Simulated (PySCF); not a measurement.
C5H8OSi.
Cartesian coordinates in Å at the GFN2-xTB level; atoms count from 1:
```
atom  x, y, z in Å
C1     3.7440   -0.3962   -0.1635
C2     2.5630   -0.6773   -0.7043
C3     1.3573   -0.0748   -0.2903
C4     0.3177    0.4358    0.0618
Si5   -1.2878    1.2019    0.5802
O6    -2.5348    0.1750    0.4097
C7    -2.9825   -0.4922   -0.7266
H8     4.6474   -0.8762   -0.4991
H9     3.8412    0.3221    0.6333
H10    2.4724   -1.4004   -1.5069
H11   -1.4489    2.3971   -0.2597
H12   -1.3670    1.4203    2.0160
H13   -3.8350   -1.1110   -0.4421
H14   -3.2946    0.2163   -1.4988
H15   -2.1969   -1.1323   -1.1373
```

Vertical excitations from PySCF (density fitting, frozen core in the response, grid level 2 and gas phase unless stated; continuum runs use non-equilibrium linear response for the excitations) on a GFN2-xTB geometry. Reference run:

```
                              settings    S1, eV (f)    S2, eV (f)    S3, eV (f)    S4, eV (f)    S5, eV (f)    S6, eV (f)  T1, eV (Tamm–Dancoff)  mean α (au)
PBE0/def2-SVPD, full TDDFT, 6 singlets  5.12 (0.031)  5.29 (0.148)  5.41 (0.119)  6.11 (0.003)  6.64 (0.079)  6.72 (0.018)                   3.29         94.7
```

**Question.** What do these settings give: (1) OLYP/6-311+G(2d,p), TDA, 3 singlets; (2) BLYP/MINI, IEF-PCM chloroform, full TDDFT, 3 singlets?

**Answer.** 
| settings | S1, eV (f) | S2, eV (f) | S3, eV (f) | S4, eV (f) | S5, eV (f) | S6, eV (f) | T1, eV (Tamm–Dancoff) | mean α (au) |
| --- | --- | --- | --- | --- | --- | --- | --- | --- |
| OLYP/6-311+G(2d,p), TDA, 3 singlets | 4.58 (0.002) | 4.80 (0.003) | 4.87 (0.049) | – | – | – | 3.33 | 97.3 |
| BLYP/MINI, IEF-PCM chloroform, full TDDFT, 3 singlets | 3.56 (0.002) | 3.93 (0.021) | 5.07 (0.012) | – | – | – | – | 72.6 |

(1) S1 moves by -0.54 eV; functional, basis and response scheme change together, so the shift can't be laid on one. (2) S1 moves by -1.56 eV; functional, basis and environment change together, so the shift can't be laid on one. States are counted by energy in each run and needn't keep their character from row to row.

All basis functions are spherical, in the Pople sets too.

**Question.** Give the leading configurations of S1 (H = HOMO, L = LUMO) and the HOMO–LUMO gap of each run.

**Answer.** 
```
                                             settings        S1 configurations (weight)  S1 (eV)  orbital gap (eV)  S1 − gap (eV)
               PBE0/def2-SVPD, full TDDFT, 6 singlets  H−1→L 0.57, H→L 0.14, H→L+1 0.13     5.12              5.95          -0.83
                  OLYP/6-311+G(2d,p), TDA, 3 singlets                        H−1→L 0.98     4.58              3.99          +0.59
BLYP/MINI, IEF-PCM chloroform, full TDDFT, 3 singlets                          H→L 1.00     3.56              3.52          +0.04
```

One conformer (not necessarily the lowest) at the GFN2-xTB geometry, without vibrations or thermal averaging.
